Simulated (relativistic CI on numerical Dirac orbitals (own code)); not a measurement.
d9 in a ligand field

Computed with a parametric ligand-field model of a d^n configuration (Racah B and C, spin-orbit zeta, crystal field), exact diagonalisation.

Field parameters in Wybourne normalisation: Oh B⁴₀ = 21Dq, B⁴₄ = √(5/14) B⁴₀; Td as Oh with Dq negative (B⁴₀ = 21Dq, B⁴₄ = √(5/14) B⁴₀). The field is a parameter set, without covalency.

Question: Lowest levels for B = 770, C = 3740, ζ = 800 cm⁻¹, Td, 10Dq = -7700 cm⁻¹?

Answer: Γ7 0 (S 0.50), Γ8 1071 (S 0.50), Γ8 8629 (S 0.50) cm⁻¹, with S from ⟨S²⟩ = S(S + 1). The ground level has 4.00 electrons in the cubic e pair.

Question: Lowest levels for B = 590, C = 2330, ζ = 750 cm⁻¹, Td, 10Dq = -3300 cm⁻¹?

Answer: Γ7 0 (S 0.50), Γ8 860 (S 0.50), Γ8 4315 (S 0.50) cm⁻¹, with S from ⟨S²⟩ = S(S + 1). The ground level has 4.00 electrons in the cubic e pair.

Question: Lowest levels for B = 640, C = 3320, ζ = 2050 cm⁻¹, Oh, 10Dq = 20950 cm⁻¹?

Answer: Γ8 0 (S 0.50), Γ7 19183 (S 0.50), Γ8 22541 (S 0.50) cm⁻¹, with S from ⟨S²⟩ = S(S + 1). The ground level has 3.01 electrons in the cubic e pair.

Question: Lowest levels for B = 690, C = 3520, ζ = 3400 cm⁻¹, Oh, 10Dq = 35900 cm⁻¹?

Answer: Γ8 0 (S 0.50), Γ7 32956 (S 0.50), Γ8 38511 (S 0.50) cm⁻¹, with S from ⟨S²⟩ = S(S + 1). The ground level has 3.01 electrons in the cubic e pair.

Question: Lowest levels for B = 1020, C = 3970, ζ = 70 cm⁻¹, Oh, 10Dq = 16950 cm⁻¹?

Answer: Γ8 0 (S 0.50), Γ7 16880 (S 0.50), Γ8 16986 (S 0.50) cm⁻¹, with S from ⟨S²⟩ = S(S + 1). The ground level has 3.00 electrons in the cubic e pair.
